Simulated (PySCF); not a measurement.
Compound: CrBr₂ (quintet state).
Bonds: Cr1–Br2, Cr1–Br3.

Method: PBE0-D3(BJ)/def2-SVP geometry optimisation, gas phase in PySCF 2.14.0; unrestricted, density fitting, grid level 1; the optimiser is geomeTRIC in internal coordinates, started from a GFN2-xTB structure with every atom displaced at random (about 0.03 Å).

Step 3: E = -168474.3227 eV
```
atom  x, y, z in Å  |  force x, y, z in eV/Å
Cr1     0.0724   -0.0813   -0.0095    0.019  -0.011   0.008
Br2    -0.0272   -0.1016    2.3252   -0.008   0.002  -0.013
Br3    -0.0617    0.0858   -2.3355   -0.010   0.009   0.005
```

Step 4: E = -168474.3231 eV
```
atom  x, y, z in Å  |  force x, y, z in eV/Å
Cr1     0.0862   -0.0899   -0.0120    0.017  -0.014   0.073
Br2    -0.0341   -0.0973    2.3269   -0.006   0.003  -0.077
Br3    -0.0685    0.0900   -2.3349   -0.011   0.011   0.004
```

Step 5: E = -168474.3232 eV
```
atom  x, y, z in Å  |  force x, y, z in eV/Å
Cr1     0.1282   -0.1162   -0.0171    0.007  -0.014   0.191
Br2    -0.0552   -0.0840    2.3263    0.003   0.006  -0.184
Br3    -0.0894    0.1030   -2.3291   -0.010   0.008  -0.007
```

Problem. Estimate the geometry and energy of step 6. (The exact step hangs on the optimiser's Hessian estimate; all steps are aligned on step 5, rigid shifts and turns removed.)

Solution. E = -168474.3238 eV, largest force 0.185 eV/Å
```
atom  x, y, z in Å  |  force x, y, z in eV/Å
Cr1     0.1492   -0.1294   -0.0176    0.003  -0.011   0.185
Br2    -0.0657   -0.0773    2.3217    0.006   0.008  -0.176
Br3    -0.0999    0.1094   -2.3241   -0.009   0.004  -0.009
```

The energy changes by -0.0006 eV. The first-order estimate −F·Δx gives -0.0012 eV and the mean of the old and new forces, exact on a quadratic surface, -0.0011 eV. The step makes an angle of 82° with the force vector and moves no atom by more than 0.025 Å.

The cost below is that of the whole optimisation. On one thread of an Arm Neoverse V1, shared host, this took 3.6 min of wall time and 0.41 GiB of memory at its peak.
